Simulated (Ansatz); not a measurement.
Stepwise reaction of `[F][Al]([F])[F]` with hydrogen chloride, as a gas-phase model of exchange steps in deposition or etching. ΔE in kJ/mol.

Calculated with Ansatz (gas phase, PBE0-D4/def2-TZVP geometries, no zero-point term in ΔE). CCSD(T)/CBS is the MP2 limit (def2-TZVPP, def2-QZVPP) plus CCSD(T) − MP2 in def2-TZVPP, frozen cores. This one scheme is used for every species. Functionals use def2-TZVPP. B3LYP here is the variant with VWN-RPA as its local correlation; programs differ in this.

| step | reaction | PBE-D4 | B3LYP-D4 | ωB97M-V | CCSD(T)/CBS |
| --- | --- | --- | --- | --- | --- |
| 1 | `[F][Al]([F])[F]` + HCl → `[F][Al]([F])[Cl]` + H–F | 16.0 | 21.8 | 19.2 | 19.2 |
| 2 | `[F][Al]([F])[Cl]` + HCl → `[F][Al]([Cl])[Cl]` + H–F | 17.0 | 23.0 | 20.3 | 19.3 |
| 3 | `[F][Al]([Cl])[Cl]` + HCl → `[Cl][Al]([Cl])[Cl]` + H–F | 17.6 | 23.7 | 21.1 | 19.1 |

By hand: ΔE of the 3 steps together at CCSD(T)/CBS.

(19.2) + (19.3) + (19.1) = 57.6 kJ/mol, or 19.2 kJ/mol a step.

In ΔE the steps differ by no more than 0.2 kJ/mol. All are uphill at CCSD(T)/CBS. PBE-D4 differs from CCSD(T)/CBS by -3.2 to -1.5 kJ/mol a step. Isolated molecules leave out the surface, adducts and barriers. Largest T1 diagnostic: 0.013.
